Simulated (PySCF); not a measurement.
**SnO⁺ at r²SCAN**

Level: r²SCAN. basis Sn x2c-SVPall, O x2c-SVPall; spin-free X2C with a Gaussian nucleus; PySCF 2.14.

```
state                                                                                                             : ²Π (doublet), unpaired electrons π ↑
bond length                                                                                                       : 0.2008 nm
harmonic wavenumber                                                                                               : 635 cm⁻¹
force constant                                                                                                    : 3.35 mdyn/Å
rotational constant Be                                                                                            : 0.2961 cm⁻¹
anharmonicity ωexe                                                                                                : 2.92 cm⁻¹
vibration–rotation constant αe                                                                                    : 0.00180 cm⁻¹
well depth De to Sn⁺ + O                                                                                          : 76.1 kcal/mol
dissociation energy D0                                                                                            : 75.2 kcal/mol
bond order (Mayer)                                                                                                : 1.21
dipole moment (positive dipole points towards O; it is taken about the centre of mass and depends on that origin) : -2.46 D
```

Spin–orbit coupling is left out, which matters for elements this heavy, above all for dissociation energies. For an ion De counts to the pair picked by the measured ionisation energies or electron affinities, which need not be the lowest pair at this level. The state is the lowest determinant that a PBE0 search found; another state may lie lower at other levels.
